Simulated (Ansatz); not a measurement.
System: sum formula SiH2Br, charge 0, multiplicity 2. It need not be the lowest isomer of its formula. 
Structure (B3LYP-D3(BJ)/def2-TZVP (Ansatz, a first-principles code) minimum search):
```xyz
4

Si    -1.5150     0.0418     0.0402
Br     0.7195     0.0207    -0.0219
H     -2.0212    -0.7374    -1.1175
H     -1.9520    -0.5712     1.3197
```
Charge 0, spin multiplicity 2.

Basis-set convergence of Hartree-Fock and CCSD correlation energies (hartree) with Ansatz. Valence correlation only, unless marked. UHF or UKS for open shells. Spin-orbit coupling is left out. The frozen core is the preceding noble-gas configuration, with the filled d and f shells of earlier blocks. Non-relativistic.

```tsv
basis	functions	E(HF)	E(corr, CCSD)
def2-SVPD	81	-2862.11399	-0.24246
def2-TZVPPD	139	-2862.52932	-0.29919
def2-QZVPPD	240	-2862.58711	-0.32220
```

Extrapolating the two largest sets (X = 3 and 4) as X^-3: E(corr) = (64·(-0.32220) - 27·(-0.29919))/37 = -0.3390 Eh, an estimate of the basis-set limit. The largest set recovers 95.0 % of it, the smallest 71.5 %.
